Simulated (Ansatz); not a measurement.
Input for Ansatz (a quantum-chemistry and plane-wave program): U-CCSD(T)/cc-pVTZ on H3NSe (SMILES N[SeH]), a point of a bond scan (R = 2.327 Å). The run froze 15 orbitals, filled d shells among them.

Ansatz 0.2 input:
```yaml
crystal:
  periodic: [false, false, false]
  atoms:
    - {symbol: Se, position_ang: [-0.04297444, 0.31558987, 0.23261758]}
    - {symbol: H, position_ang: [-1.26689466, 0.77294197, -0.47788287]}
    - {symbol: N, position_ang: [0.36656617, -1.22733427, -0.72479358]}
    - {symbol: H, position_ang: [0.78358706, -0.72905831, -2.95959171]}
    - {symbol: H, position_ang: [-0.38581730, -1.90096526, -0.66111496]}
basis:
  gaussian:
    orbitals: cc-pVTZ
correlation: {method: ccsd_t, electrons: outside_noble_gas}
scf: {omitted_lower_state_checks: [cluster_reference]}
magnetization: {spin_polarized: true, initial_magnetization: 0}
```

Program output:

```
WARN ansatz: RAYON_NUM_THREADS=1 ignored (pool sized by the plan → 1); use --threads N
Functional definition: HF
these checks for a lower state are left out or cut short: cluster_reference
integrals: 0.26 GiB planned
682 factors; integrals over basis functions are off by at most 1.3e-3 eV
mean field: 0.35 GiB planned
mean field evaluation 1: about -66823.7100 eV, gradient 2.1e1 eV
mean field evaluation 2: about -66823.7131 eV, gradient 2.1e1 eV
mean field evaluation 4: about -66826.8464 eV, gradient 2.6e0 eV
mean field evaluation 8: about -66826.9709 eV, gradient 2.3e-1 eV
mean field evaluation 16: about -66826.9723 eV, gradient 3.4e-3 eV
mean field evaluation 32: about -66829.8980 eV, gradient 1.0e-1 eV
mean field evaluation 64: about -66829.4353 eV, gradient 3.0e0 eV
mean field -66829.89817316 eV, -2455.9534589317 hartree, gradient 9.3e-6 eV, S^2 0.978859; 8 other end points of the search recorded, 0 dependent functions left out
15 core orbitals not correlated
reference -66829.89817316 eV, -2455.9534589317 hartree; 7, 7 occupied and 93, 93 virtual orbitals, 682 factors
second order -9.09188380 eV of doubles, -0.00000000 eV of singles
coupled cluster: 0.81 GiB planned
cycle   1  -9.59842936 eV  change   -5.1e-1 eV  update   8.3e-2
cycle   2  -9.90406552 eV  change   -3.1e-1 eV  update   3.1e-2
cycle   3  -9.98209209 eV  change   -7.8e-2 eV  update   2.6e-2
cycle   4  -9.99910164 eV  change   -1.7e-2 eV  update   1.7e-2
cycle   5  -10.01177082 eV  change   -1.3e-2 eV  update   1.2e-2
cycle   6  -10.02381848 eV  change   -1.2e-2 eV  update   7.6e-3
cycle   7  -10.02949925 eV  change   -5.7e-3 eV  update   4.9e-3
cycle   8  -10.03405788 eV  change   -4.6e-3 eV  update   3.3e-3
cycle   9  -10.03546521 eV  change   -1.4e-3 eV  update   2.3e-3
cycle  10  -10.03668867 eV  change   -1.2e-3 eV  update   1.5e-3
cycle  11  -10.03802367 eV  change   -1.3e-3 eV  update   9.4e-4
cycle  12  -10.03784215 eV  change    1.8e-4 eV  update   6.6e-4
cycle  13  -10.03815222 eV  change   -3.1e-4 eV  update   4.8e-4
cycle  14  -10.03801534 eV  change    1.4e-4 eV  update   3.5e-4
cycle  15  -10.03836683 eV  change   -3.5e-4 eV  update   2.3e-4
cycle  16  -10.03866430 eV  change   -3.0e-4 eV  update   1.5e-4
cycle  17  -10.03869582 eV  change   -3.2e-5 eV  update   7.3e-5
cycle  18  -10.03860581 eV  change    9.0e-5 eV  update   4.0e-5
cycle  19  -10.03854586 eV  change    6.0e-5 eV  update   2.1e-5
cycle  20  -10.03853242 eV  change    1.3e-5 eV  update   1.1e-5
coupled cluster: 0.82 GiB planned
perturbative correction -0.44219075 eV, -0.0162502104 hartree
Total energy: -66840.37889634 eV, -2456.3386184043 hartree
Checks for a lower state left out: cluster_reference
```

The calculation finished and met its thresholds. Its determinant has ⟨S²⟩ = 0.98, a mixture of spin states.

Cost: about 19 core-seconds (a rough figure).
